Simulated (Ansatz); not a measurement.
`N#C[Si](C#N)(C#N)C#N` + HCl → `N#C[Si](Cl)(C#N)C#N` + `C#N`  (ligand exchange at the Si–C bond)

Isolated molecules relaxed with PBE0-D4/def2-TZVP in Ansatz; ΔE leaves out vibrations. CBS: MP2 limit from def2 TZ/QZ plus the TZ coupled-cluster correction, frozen cores. This one scheme is used for every species. Functionals use def2-TZVPP.

```json
{"level": "LDA (SPW92)", "ΔE (kcal/mol)": "-18.7"}
{"level": "r2SCAN0-D4", "ΔE (kcal/mol)": "-19.9"}
{"level": "ωB97M-V", "ΔE (kcal/mol)": "-19.5"}
{"level": "SCS-MP2/def2-TZVPP", "ΔE (kcal/mol)": "-17.9"}
```

**Question.** What does CCSD(T)/CBS give? (Best estimate.)

**Answer.** The calculation gave: -18.7 kcal/mol. The listed levels differ from it by 0.0, -1.2, -0.8, 0.8 kcal/mol.

Largest T1 diagnostic among the species: 0.015.

From PBE to PBE0 (25 % exact exchange), in def2-TZVPP and without D4, ΔE moves by −0.8 kcal/mol. Leaving LDA and LC-ωPBE aside and taking each functional with its dispersion term where it has one, the values, not all of them listed here, spread over 2.0 kcal/mol, from r2SCAN0-D4 to BLYP-D4.
